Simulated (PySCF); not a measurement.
# Exact simulation of a proton spin system

Molecule: `N#Cc1ccccn1`, C₆H₄N₂.

Bonds (- single, = double, # triple, : aromatic): N1#C2 1.158 Å, C2-C3 1.443 Å, C3:C4 1.401 Å, C4:C5 1.391 Å, C5:C6 1.392 Å, C6:C7 1.397 Å, C7:N8 1.326 Å, N8:C3 1.335 Å. C4 carries H9; C5 carries H10; C6 carries H11; C7 carries H12.

PySCF 2.14 calculation with PBE0-D3(BJ)/def2-SVP geometry, NMR shieldings at PBE0/pcSseg-1/GIAO and couplings computed with B3LYP/pcJ-1 (spin–dipole term only in couplings to heteroatoms); isolated molecule, one computed conformer, non-relativistic.

References, each an isolated molecule treated in the same way: ¹H vs TMS.

Shifts (ppm): H9 7.65, H10 7.84, H11 7.37, H12 8.86.
Couplings (Hz): H9–H10: 8.7; H9–H11: 0.8; H9–H12: 1.0; H10–H11: 8.5; H10–H12: 1.6; H11–H12: 5.4.

The 4-spin Hamiltonian (Zeeman plus full scalar coupling among like nuclei) was diagonalised exactly; lines are Lorentzian, 0.7 Hz wide, and the maxima above 3 % are listed with the tallest set to 100.

Problem. Give the ¹H peak list of this spin system at 80 MHz.

Solution. 
δ in ppm (height): 8.911 (41), 8.898 (51), 8.891 (51), 8.878 (43), 8.844 (45), 8.830 (57), 8.825 (57), 8.811 (47), 7.974 (18), 7.954 (18), 7.873 (32), 7.866 (50), 7.854 (33), 7.846 (48), 7.767 (75), 7.747 (73), 7.705 (57), 7.688 (100), 7.674 (75), 7.624 (4), 7.597 (29), 7.583 (34), 7.566 (17), 7.455 (54), 7.438 (46), 7.388 (49), 7.370 (45), 7.356 (37), 7.338 (32), 7.289 (31), 7.271 (29)

Problem. And at 700 MHz?

Solution. 
| Hz | ppm | height |
| --- | --- | --- |
| 6206.0 | 8.866 | 52 |
| 6205.0 | 8.864 | 63 |
| 6204.5 | 8.864 | 63 |
| 6203.4 | 8.862 | 53 |
| 6200.6 | 8.858 | 53 |
| 6199.6 | 8.857 | 63 |
| 6199.1 | 8.856 | 63 |
| 6198.0 | 8.854 | 52 |
| 5497.6 | 7.854 | 42 |
| 5496.0 | 7.851 | 42 |
| 5489.0 | 7.841 | 85 |
| 5487.4 | 7.839 | 85 |
| 5480.4 | 7.829 | 51 |
| 5478.8 | 7.827 | 50 |
| 5360.1 | 7.657 | 61 |
| 5359.2 | 7.656 | 100 |
| 5358.4 | 7.655 | 62 |
| 5351.4 | 7.645 | 54 |
| 5350.5 | 7.644 | 88 |
| 5349.7 | 7.642 | 54 |
| 5166.2 | 7.380 | 53 |
| 5165.5 | 7.379 | 53 |
| 5160.9 | 7.373 | 54 |
| 5160.1 | 7.372 | 54 |
| 5157.8 | 7.368 | 52 |
| 5157.0 | 7.367 | 51 |
| 5152.4 | 7.361 | 50 |
| 5151.6 | 7.359 | 50 |

Problem. Among coupled protons with different shifts, which pair is furthest from first order, and how does the field change that?

Solution. H9 and H10: Δν/J is about 1.7 at 80 MHz (strongly coupled) and 15.3 at 700 MHz (close to first order). J in Hz doesn't depend on the field, while Δν in Hz grows in proportion to it.

Unscaled 3J(H,H) at this level run about 10 % above measured values.
